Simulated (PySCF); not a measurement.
```xyz
3
charge 0 multiplicity 1, angstrom
Sn    0.0000    0.0000   -0.5658
Cl    1.7920    0.0000    0.9752
Cl   -1.7920    0.0000    0.9752
```

Computed with PBE0/[Sn def2-TZVP with ECP28, Cl def2-TZVP], scalar-relativistic core potentials, density fitting, no spin–orbit coupling, PySCF.

This geometry of SnCl₂ is a stationary point at this level.

(1) What is the point group?

(2) Is it a minimum?

(3) Which band is strongest in the infrared?

(4) Give the atomic charges and bond orders.

(5) Give the ideal-gas entropy at 298.15 K and 1 bar by parts.

Answers

(1) C2v.

(2) Yes: all harmonic wavenumbers are real.

(3) 342 cm⁻¹ (b2), 99 km/mol.

(4) 
```tsv
atom	Mulliken	Löwdin	polar tensor	Mayer order to Sn1
Sn1	0.76	0.05	1.23	–
Cl2,3	-0.38	-0.02	-0.61	1.02
```

(5) translation 174.3, rotation 108.7, vibration 22.7, spin 0.0; total 305.7 J/(mol K).
